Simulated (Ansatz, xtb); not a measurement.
**Ranking isomers of C5H4F2**

6 gas-phase structures of C5H4F2, from a drawn sample of its isomers (lower ones may exist). Each was relaxed with GFN2-xTB:

A. `FC1=C(F)CC=C1`, a singlet
B. `FC1=CCC=C1F`, a singlet
C. `FC1=C[C@@H](F)C=C1`, a singlet
D. `FC1(F)C=CC=C1`, a singlet
E. `FC1=CCC(F)=C1`, a singlet
F. `FC1=CC=C[C@@H]1F`, a singlet

**Question.** Estimate their order in r2SCAN-D4/def2-SVP energy at these geometries, lowest first.

**Answer.** Calculated order at r2SCAN-D4/def2-SVP: E (0.000), B (0.086), D (0.148), A (0.221), C (0.350), F (0.472) eV. CCSD(T)/def2-SVP + ΔMP2/def2-TZVPP after further relaxation puts D lowest instead.

Energies above the lowest of each column, in eV; the last columns are at PBE-D3(BJ)/def2-SVP geometries:

```
structure  GFN2-xTB  HF/STO-3G  r2SCAN-D4/def2-SVP  PBE-D3(BJ)/def2-SVP  CCSD(T)/def2-SVP + ΔMP2/def2-TZVPP
        E     0.000      0.000               0.000                0.000                               0.083
        B     0.128      0.098               0.086                0.074                               0.141
        D     0.420      0.382               0.148                0.211                               0.000
        A     0.149      0.134               0.221                0.203                               0.265
        C     0.353      0.437               0.350                0.367                               0.256
        F     0.435      0.456               0.472                0.468                               0.374
```

CCSD(T)/def2-SVP + ΔMP2/def2-TZVPP puts D lowest; GFN2-xTB picks E, HF/STO-3G picks E, r2SCAN-D4/def2-SVP picks E, PBE-D3(BJ)/def2-SVP picks E. CCSD(T)/def2-SVP + ΔMP2/def2-TZVPP orders those it was run on as D (0.000), E (0.083), B (0.141), C (0.256), A (0.265), F (0.374) eV. Less than 1 kcal/mol parts C and A, so the order within that pair means little. ΔMP2 is the change of the MP2 energy from the smaller to the larger basis.

Over these structures GFN2-xTB departs from r2SCAN-D4/def2-SVP by 0.082 eV on average once a common shift is removed. A GFN2-xTB relaxation took about 0.063 s and the r2SCAN-D4/def2-SVP energy about 3.1 s on a shared host (Ansatz 0.2.0, xtb 6.7.1).
